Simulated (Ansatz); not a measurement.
The first iterations of a band of H2OZn (4 atoms, charge 0, multiplicity 1).

Computed with RKS CAM-B3LYP/def2-TZVP in Ansatz.

```yaml
movable_images: 8
climbing_image: no
spring: 5.0 eV/Å²
optimiser: quadratic models (default)
start_path: through a guess of the saddle point
force_threshold: 0.05 eV/Å
iteration_limit: 60
end_points: relaxed
```

First end point:

```xyz
4
Properties=species:S:1:pos:R:3
O 0.372 -0.969 0.538
Zn 0.070 0.599 -0.224
H -0.298 -1.653 0.506
H -0.088 1.963 -0.841
```

Last end point:

```xyz
4
Properties=species:S:1:pos:R:3
O -0.389 -0.179 0.519
Zn 2.181 0.906 -1.087
H -0.560 -1.097 0.287
H -1.177 0.309 0.261
```

| iteration | highest image above the first end (eV) | largest band force component (eV/Å) |
| --- | --- | --- |
| 1 | 47.269 | 163.840 |
| 2 | 13.275 | 40.348 |
| 3 | 9.981 | 27.604 |
| 4 | 6.382 | 14.962 |
| 5 | 4.080 | 7.101 |
| 6 | 3.028 | 4.771 |
| 7 | 2.957 | 6.500 |
| 8 | 2.804 | 2.565 |
| 9 | 2.745 | 2.341 |

Problem. Does the band converge within its limit, and where does its top end?

Solution. It converged. It ended after 29 iterations with the highest image 2.800 eV above the first end. Neighbouring images differ by up to 1.9 eV, so the band resolves the path poorly. No image climbed, so the highest image needn't sit at the top of the path. The orbitals stay closed-shell, which can raise the energy where a bond breaks towards radicals; this wasn't checked here.

Run time: 8.6 min on 2 threads of Arm Neoverse N1 (shared host), peak memory 0.26 GiB.
